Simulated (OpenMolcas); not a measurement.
Ag2+ (d9) in a complex was computed by CASSCF with the d shell active (OpenMolcas, ANO-RCC-VDZP on the metal). Its lowest spin-free states, and all those of the highest spin:

| 2S+1 | Degeneracy | E (cm-1) |
| --- | --- | --- |
| 2 | 2 | 0.0 |
| 2 | 2 | 10924 |
| 2 | 1 | 11211 |

Problem. Is the site octahedral, tetrahedral or cube-like, axial, or of lower symmetry?

Solution. The states with 2S+1 = 2 have orbital degeneracies 2, 2, 1. There are pairs but no triples, so the site is axial: not cubic, but with a proper or improper axis of order three or more. The run had Ag2+ with 6 ligands (ammonia) in trigonal antiprismatic coordination (S6) at 2.43 Å, a polar angle of 57.5° against the regular 54.74°. Ligand basis ANO-RCC-VDZP.

An orbital doublet at a regular site is open to a Jahn-Teller distortion, which this geometry leaves out. The least metal-like active orbital is 85 % on the metal (Löwdin) and no ligand orbital is active, so the numbers are rough. With metal d orbitals alone the field can be off either way by tens of per cent. Ligand-to-metal charge-transfer states are missing. The distance lies 3 % over the 2.36 Å that this model takes as the normal distance (a Shannon-type radius plus a fixed donor radius); by an R⁻⁵ law this alone changes a d-shell field by about -14 %. No measured value stands beside these numbers; the geometry is a model, was not optimised and need not be the one that this ion takes.
